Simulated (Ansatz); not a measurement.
C₂H₃O₂, doublet, geometry from GFN2-xTB. Base run: B3LYP/6-31G* (Ansatz, a quantum-chemistry and plane-wave program).

Input for Ansatz:
Ansatz 0.2 input:
```yaml
crystal:
  periodic: [false, false, false]
  atoms:
    - {symbol: C, position_ang: [0.04765939, 0.08243276, -0.05118241]}
    - {symbol: O, position_ang: [0.27214038, 1.15850639, -0.57845970]}
    - {symbol: O, position_ang: [-1.15674511, -0.20174152, 0.49367599]}
    - {symbol: H, position_ang: [-1.74941322, 0.55735887, 0.38773571]}
    - {symbol: C, position_ang: [0.98018779, -0.98897084, 0.06432854]}
    - {symbol: H, position_ang: [0.69019151, -1.90286014, 0.54732555]}
    - {symbol: H, position_ang: [1.96897649, -0.86938916, -0.33566831]}
basis:
  gaussian:
    orbitals: 6-31G*
hamiltonian:
  xc: b3lyp
magnetization: {spin_polarized: true, initial_magnetization: 1}
```

Variants of this job, named by their change:

| change | ΔE vs base (kcal/mol) |
|---|---|
| base | 0.000 |
| final_grid = 4, 8, 17 | 0.137 |
| point_charge = charge:0.5 position_ang:2.3391, -3.4472, 3.4649 | 1.37 |
| nuclear_model = gaussian | 0.020 |
| point_charge = charge:-1.0 position_ang:-2.9941, -4.3354, -0.0925 | -1.32 |
| final_grid = 6, 12, 29 | 0.001 |
| accuracy = high | 0.000 |
| forces = on | 0.000 |
| fitting.mean_field = cc-pVTZ-JKFIT | -0.018 |
| final_grid = 10, 20, 41 | 0.000 |
| lower_state_search = off | 0.000 |
